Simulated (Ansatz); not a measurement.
Diatomic ZrS, multiplicity 3 (an upper state: multiplicity 1 came lower at CCSD(T)/def2-TZVPP on PBE0 minima). No spin–orbit coupling.

The constants come from a fifth-degree fit in 1/R (seven points, main isotopes). Runs in def2 and cc sets follow the lowest solution found near the PBE0 minimum.

Correlated levels freeze the inner cores; with def2 sets outer-core shells near the valence are correlated too.

Codes used: Ansatz (a quantum-chemistry and plane-wave program) with Gaussian orbitals. Each number belongs to the level named beside it. In def2 rows elements past Kr take small-core potentials, without spin–orbit coupling.

```csv
level,r_e (Å),ω_e (cm⁻¹),ω_e x_e (cm⁻¹),dipole (D)
PBE/def2-TZVPP,2.197,?,1.3,4.81
PBE0/def2-TZVPP,2.182,543,1.3,5.39
wB97X-V/def2-TZVPP,2.178,559,1.1,5.93
CCSD/def2-TZVPP,2.194,545,1.2,-
CCSD(T)/def2-TZVPP,?,?,1.1,-
```

### Question
Some entries are withheld; supply them.

### Answer

- CCSD(T)/def2-TZVPP, r_e (Å): 2.205
- CCSD(T)/def2-TZVPP, ω_e (cm⁻¹): 528
- PBE/def2-TZVPP, ω_e (cm⁻¹): 521
